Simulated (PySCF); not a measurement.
C₄H₅N₂, SMILES c1[nH+]cncc1, charge +1.

Geometry: TPSSh-D3(BJ)/def2-SVP. The isomer is the one that the SMILES or the coordinates give; other isomers of the formula were not compared.

Two levels are set side by side: PBE/def2-TZVP (PySCF) and r2SCAN/def2-TZVP (PySCF). Same geometry, gas phase. Differences are taken from unrounded values.

```csv
quantity,PBE
orbital gap (eV),3.36
highest occupied level (eV),-11.91
lowest empty level (eV),-8.55
mean polarisability (bohr³),51.5
```

**Question.** These are the PBE values. What does r2SCAN give? (An estimate is asked for; the answer gives what the named calculation found.)

**Answer.** 
```json
[
 {"quantity": "orbital gap (eV)", "r2SCAN": "3.87", "PBE minus r2SCAN": "-0.50"},
 {"quantity": "highest occupied level (eV)", "r2SCAN": "-12.25", "PBE minus r2SCAN": "0.34"},
 {"quantity": "lowest empty level (eV)", "r2SCAN": "-8.38", "PBE minus r2SCAN": "-0.16"},
 {"quantity": "mean polarisability (bohr³)", "r2SCAN": "50.9", "PBE minus r2SCAN": "0.6"}
]
```

Rough cost on one machine, each run with all the roots and properties that it gave: r2SCAN against PBE about 4 times.
